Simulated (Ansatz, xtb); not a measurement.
## Isomers of C4H7BO2Si in order of energy

3 gas-phase structures of C4H7BO2Si, from a drawn sample of its isomers (lower ones may exist). Each was relaxed with GFN2-xTB:

A. `BC1=CC=CO[SiH2]O1`, a singlet
B. `CC#CB1OC[SiH2]O1`, a singlet
C. `BO[SiH2]c1ccco1`, a singlet

Estimate their order in r2SCAN-D4/def2-SVP energy at these geometries, lowest first.

Calculated order at r2SCAN-D4/def2-SVP: B (0.0), C (25.2), A (40.7) kcal/mol.

Energies above the lowest of each column, in kcal/mol; the last columns are at B3LYP/def2-SVP geometries and were run for some of them only (a dash: not run or not comparable):

```tsv
structure	GFN2-xTB	HF/STO-3G	r2SCAN-D4/def2-SVP	B3LYP/def2-SVP	CCSD(T)/def2-SVP + ΔMP2/def2-TZVPP
B	7.8	0.0	0.0	0.0	0.0
C	0.0	36.9	25.2	24.0	26.0
A	14.2	82.4	40.7	–	–
```

CCSD(T)/def2-SVP + ΔMP2/def2-TZVPP puts B lowest of those it was run on; GFN2-xTB picks C. Some further structures that were screened fall inside this span and aren't listed. Flexible structures stand in one conformer each, not always the lowest. B keeps a small imaginary mode. Frequencies (GFN2-xTB) were run for B, C alone. ΔMP2 is the change of the MP2 energy from the smaller to the larger basis.

Programs: Ansatz 0.2.0, xtb 6.7.1.
